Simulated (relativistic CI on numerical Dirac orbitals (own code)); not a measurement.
## Hyperfine structure of W LXXIII, mass number 183

Calculated at this level of theory: Dirac-Coulomb-Breit CI, KLI orbitals optimised for each configuration, QED by a radiative potential, unscaled Slater integrals (own radial code, finite nucleus).

Configuration list: 1s2, 1s.2s, 1s.2p, 1s.3s, 1s.3p, 1s.3d, 1s.4s, 1s.4p, 1s.4d, 1s.4f, 1s.5s, 1s.5p, 1s.5d, 1s.5f, 1s.5g, 1s.6s, 1s.6p, 1s.6d, 2s2. Levels of other configurations are missing.

Nuclear spin I = 1/2, μ = 0.11739 μN (tables of Stone and Pyykkö). The electronic factors are computed for point nuclear moments, without core polarisation or the Bohr-Weisskopf and QED corrections.

```
      Level   E (Ry)  A (GHz)
 1s.2s 3S_1  4335.76    22530
1s.2p 3P°_1  4344.25    20570
1s.2p 3P°_2  4460.02     9961
1s.2p 1P°_1  4463.72    -9531
 1s.3s 3S_1  5175.23    20490
1s.3p 3P°_1  5177.49    19920
1s.3p 3P°_2  5211.97     9859
 1s.3d 3D_2  5212.68     9844
```

Levels with J = 0, under 50 % of one LS term, or S terms without an open s electron are left out. Small factors come from cancelling terms and can be off by tens of per cent or more.

At this charge energies of transitions that change n are usually good to better than 1 %, and those within a shell (Δn = 0) to a few per cent.

(1) Give the hyperfine levels of 1s.2s 3S_1 relative to its centre of gravity.

## Answers

(1) With K = F(F + 1) − I(I + 1) − J(J + 1), E = AK/2: F = 1/2: -22530, F = 3/2: 11270 GHz.

LS names give the leading component of a level, which can be under half, so a name can repeat, a term be missing and a line seem to break the LS rules.
